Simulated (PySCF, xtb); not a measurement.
C5H12S2, SMILES CSCCCSC.

GFN2-xTB (xtb 6.7.1) at its own geometry gives an orbital gap of 4.09 eV and a dipole moment of 4.61 D.

Geometry optimised at PBE0-D3(BJ)/def2-SVP. One conformer was computed; it need not be the lowest.

Problem. What does PySCF with r2SCAN/def2-SVP give? (Estimate from the structure and the level; the computed values follow.)

Solution. gap 5.48 eV (levels -5.13 and 0.34 eV), dipole 3.04 D.
